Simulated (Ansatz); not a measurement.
A nudged elastic band was laid between two geometries of C2H4INO (9 atoms, charge 0, multiplicity 1).

These are results of Ansatz, RKS PBE/def2-SVP, not measurements.

```yaml
movable_images: 4
climbing_image: no
spring: 5.0 eV/Å²
optimiser: quadratic models (default)
start_path: through a guess of the saddle point
force_threshold: 0.05 eV/Å
iteration_limit: 60
end_points: relaxed
```

Initial state:

```xyz
9
Properties=species:S:1:pos:R:3
C -0.947 -0.766 -0.038
O -0.583 0.590 -0.314
C 0.704 0.926 -0.079
N 1.689 0.263 0.351
I 0.950 3.000 -0.581
H -2.020 -0.849 -0.287
H -0.798 -1.014 1.035
H -0.367 -1.477 -0.665
H 1.462 -0.722 0.562
```

Final state:

```xyz
9
Properties=species:S:1:pos:R:3
C -1.122 -0.805 -0.071
O -0.645 0.533 -0.312
C 0.643 0.735 -0.042
N 1.447 -0.135 0.399
I 1.110 2.823 -0.494
H -2.192 -0.793 -0.347
H -0.992 -1.077 0.995
H -0.563 -1.534 -0.692
H 2.402 0.206 0.547
```

Problem. Which bonds break or form, and what moves?

Solution. No bond is made or broken. The dihedral I5–C3–N4–H9 changes from 180 to 0° by way of a nearly straight angle C3–N4–H9 (up to 162°), not by a turn about the bond.

Problem. What energy profile does the band end with?

Solution. It converged. The highest image is number 2 of 0 to 5, 9.0 kcal/mol above the first end and 16.0 kcal/mol above the last; the last end lies 7.0 kcal/mol below the first. No image climbed, so the highest image needn't sit at the top of the path.

```tsv
image	path coordinate (Å)	energy (kcal/mol)	angle C3–N4–H9 (°)
0	0.00	0.0	114
1	0.38	2.1	125
2	0.77	9.0	155
3	1.15	6.9	162
4	1.54	-3.4	130
5	1.92	-7.0	114
```

Problem. What is the geometry of the highest image?

Solution. 
```xyz
9
Properties=species:S:1:pos:R:3:forces:R:3
C -1.056 -0.764 -0.043 0.04 -0.03 0.02
O -0.633 0.582 -0.298 0.05 -0.04 0.03
C 0.671 0.849 -0.078 0.05 0.06 -0.01
N 1.643 0.204 0.300 0.28 0.34 -0.01
I 0.885 3.005 -0.580 -0.06 0.03 -0.03
H -2.136 -0.789 -0.278 0.04 -0.01 0.01
H -0.895 -1.036 1.020 0.01 -0.02 0.02
H -0.512 -1.481 -0.693 0.02 -0.03 0.00
H 2.123 -0.617 0.633 -0.42 -0.30 -0.03
```

The band took 12 iterations and about 100 core-seconds.

The run took 51 s on 2 threads of Intel(R) Xeon(R) 6975P-C (Granite Rapids) (shared host), peak memory 0.16 GiB.
